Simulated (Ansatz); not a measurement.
```yaml
crystal:
  periodic: [false, false, false]
  atoms:
    - {symbol: Rb, position_ang: [-5.397788, 1.931789, 0.077603]}
    - {symbol: Rb, position_ang: [0.245000, 0.556472, 0.062932]}
    - {symbol: Rb, position_ang: [5.081547, -2.652729, -0.143608]}
    - {symbol: H, position_ang: [2.733648, -1.102024, -0.044906]}
    - {symbol: H, position_ang: [-2.662408, 1.266481, 0.047979]}
basis:
  gaussian: {orbitals: STO-3G, point_charges: [{charge: 2.00, position_ang: [7.777, 0.591, 0.636]}]}
total_charge: 1
hamiltonian: {xc: {name: HF}}
scf: {omitted_lower_state_checks: [starts]}
output: {forces: true}
```

```sh
$ ansatz run in.yaml --threads 4 --pin off --events-out ev --progress --plain --max-ram 3916MiB
```

Shortened log:

```
Functional definition: HF
635 factors; integrals over basis functions are off by at most 3.1e-5 eV
mean field evaluation 1: about -237384.9696 eV, gradient 1.5e1 eV
mean field evaluation 2: about -237384.9761 eV, gradient 1.5e1 eV
mean field evaluation 4: about -237386.9121 eV, gradient 4.4e-1 eV
mean field evaluation 8: about -237386.9083 eV, gradient 3.3e-5 eV
mean field -237386.90829373 eV, -8723.8079731691 hartree, gradient 2.2e-5 eV, S^2 0.000000; 0 other end points of the search recorded, 0 dependent functions left out
reference -237386.90829373 eV, -8723.8079731691 hartree; 56, 56 occupied and 12, 12 virtual orbitals, 635 factors
Total energy: -237386.90829373 eV, -8723.8079731691 hartree
Atom 0 at    -5.397788     1.931789     0.077603 Å, force     1.861102    -0.470524    -0.027629 eV/Å
Atom 1 at     0.245000     0.556472     0.062932 Å, force    -1.234028    -0.221480    -0.083980 eV/Å
Atom 2 at     5.081547    -2.652729    -0.143608 Å, force    -2.734944     0.524513    -0.113068 eV/Å
Atom 3 at     2.733648    -1.102024    -0.044906 Å, force     1.788071    -0.494790     0.046247 eV/Å
Atom 4 at    -2.662408     1.266481     0.047979 Å, force    -0.040932     0.056935     0.044195 eV/Å
Dipole moment:    -0.652657    -0.017481    -0.008381 e Å
Checks for a lower state left out: starts
```

Hardware: 4 threads of Arm Neoverse V2 on a shared host. Wall time 0.4 s.

The dipole of an ion depends on the origin.
